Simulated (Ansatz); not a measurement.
Reactions of CBrClF2 (`FC(F)(Cl)Br`).

Computed with Ansatz on PBE0-D4/def2-TZVP structures; ΔE is electronic, products minus reactants. CCSD(T)/CBS is the MP2 limit (def2-TZVPP, def2-QZVPP) plus CCSD(T) − MP2 in def2-TZVPP, frozen cores. This one scheme is used for every species, atoms too. Open shells (•) are unrestricted, without spin–orbit coupling. Spin–orbit coupling would lower the free atoms: a little for C, Cl, F; clearly for Br. def2 core potentials past Kr. Bonds to Br, I are less sure, by a few kJ/mol each and by 10 to 20 or more in all where they break to atoms, as the def2 sets lack core-valence functions. Scalar relativity is left out up to krypton. Each species was taken in one conformer, which may not be the lowest.

Q: Order these by ΔE at CCSD(T)/CBS, lowest first. (An estimate is asked.)
A. `FC(F)(Cl)Br` + H–F → `FC(F)(F)Cl` + HBr
B. `FC(F)(Cl)Br` + HCl → `FC(Cl)(Cl)Br` + H–F
C. `FC(F)(Cl)Br` + HI → `FC(Cl)(Br)I` + H–F
D. `FC(F)(Cl)Br` + H₂O → `OC(F)(F)Cl` + HBr
E. `FC(F)(Cl)Br` + H₂O → `OC(F)(Cl)Br` + H–F
F. `FC(F)(Cl)Br` → Br• + C• + Cl• + 2 F•
G. `FC(F)(Cl)Br` → `ClBr` + `F[C]F`
H. `FC(F)(Cl)Br` → Br• + `F[C](F)Cl`•

A: D (-9.8 kcal/mol), A (-7.4 kcal/mol), E (-3.5 kcal/mol), C (+1.2 kcal/mol), B (+4.3 kcal/mol), G (+64.0 kcal/mol), H (+71.3 kcal/mol), F (+378.8 kcal/mol).

Largest T1 diagnostic: 0.017, for `F[C]F`.
